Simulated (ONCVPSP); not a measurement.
## gold (Au): one change to an ONCV potential, before and after

```
Element                 : Au
Generator               : ONCVPSP 4.0.1
Type                    : optimised norm-conserving Vanderbilt (ONCV)
Functional              : BLYP
Relativity              : scalar-relativistic
Frozen core             : [Kr] 4d10 4f14
Valence charge          : 19
Reference configuration : 5s2 5p6 5d8 (charge +3)
Partial waves           : 5s: rc 1.50 bohr, ncon 3, nbas 8, qcut 9.2 1/bohr, 2 projectors, debl 3.5 Ha; 5p: rc 1.60 bohr, ncon 4, nbas 8, qcut 8.2 1/bohr, 2 projectors, debl 0.6 Ha; 5d: rc 1.50 bohr, ncon 4, nbas 8, qcut 7 1/bohr, 1 projector
Local potential         : polynomial inside 1.10 bohr (lpopt 5, dvloc0 1 Ha)
Core correction         : none
```

In the s channel the program set the typed energies aside and used -5.314, 0.050 Ha. In the p channel the program set the typed energies aside and used -3.511, 0.250 Ha.

Change: s: qcut 8.8; p: qcut 7.9; d: qcut 6.7.

Cutoffs: the cutoffs (Ha) at which the residual kinetic energy of the hardest occupied pseudo-wave falls to 1 and 0.1 mHa per electron; they do not see the model core or the augmentation charge, which bear on the density cutoff. Errors are all-electron minus pseudo energies relative to the spin-unpolarised reference configuration.

Task: Predict the effect on cutoff, ghosts and configuration errors.

Result: The potential gets neither clearly harder nor softer (29 Ha and 33 Ha → 27 Ha and 31 Ha); the s channel sets the loose cutoff, while the largest relative change is in p, which becomes softer; the errors of the 4 common tests hardly move; neither file shows a bound ghost.

| quantity | base | changed |
| --- | --- | --- |
| cutoff, loose | 29 Ha | 27 Ha |
| cutoff, tight | 33 Ha | 31 Ha |
| loose cutoff by channel | s 29 Ha, p 18 Ha, d 20 Ha | s 27 Ha, p 15 Ha, d 20 Ha |
| bound ghosts | none | none |
| GHOST(+) flags under 300 eV | s at 157.6 eV | s at 150.8 eV |
| error for 5s2 5p6 5d10 6s1, meV [ΔE -64.34 eV] | +33 | +34 |
| error for 5s2 5p6 5d10, meV [ΔE -54.87 eV] | +27 | +27 |
| error for 5s2 5p6 5d9, meV [ΔE -33.76 eV] | +13 | +13 |
| error for 5s2 5p6 5d9 6s1, meV [ΔE -52.34 eV] | +24 | +24 |
| s: phases at 1.52 bohr within 0.05 rad from the reference energy up to (Ha; the scan ends near 5) | to the end of the scan | to the end of the scan |
| p: phases at 1.62 bohr within 0.05 rad from the reference energy up to (Ha; the scan ends near 5) | to the end of the scan | to the end of the scan |
| d: phases at 1.52 bohr within 0.05 rad from the reference energy up to (Ha; the scan ends near 5) | 2.4 | 2.4 |
